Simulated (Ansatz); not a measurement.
GeCl₃, that is [GeCl3]- with one electron fewer. Total charge 0; doublet. Geometry PBE0-D4/def2-SVPD, that of the charge -1 singlet; atoms count from 1.

```xyz
4

Ge   -0.055    0.863    0.010
Cl   -1.791   -0.393   -0.894
Cl    0.154   -0.303    2.012
Cl    1.692   -0.167   -1.128
```

**Question.** Estimate the Mulliken populations from the PBE0/def2-TZVPD orbitals of Ansatz.

**Answer.** 
```json
{"atom": "Ge1", "charge (e)": "0.89", "spin (α − β)": "0.44"}
{"atom": "Cl2", "charge (e)": "-0.30", "spin (α − β)": "0.19"}
{"atom": "Cl3", "charge (e)": "-0.30", "spin (α − β)": "0.19"}
{"atom": "Cl4", "charge (e)": "-0.30", "spin (α − β)": "0.19"}
```
Mulliken values depend strongly on the basis. With diffuse functions, as here, like atoms can get unlike values, and bond orders can come out too low or too high.

**Question.** Where does the spin sit?

**Answer.** Summed by element: Ge 0.44, Cl 0.56, of 1 unpaired in all. Largest on single atoms: Ge1 0.44, Cl4 0.19, Cl2 0.19.

**Question.** And the Mayer bond orders between heavy atoms (over 0.3)?

**Answer.** Ge1–Cl2 0.89 (2.33 Å); Ge1–Cl3 0.89 (2.33 Å); Ge1–Cl4 0.89 (2.33 Å).
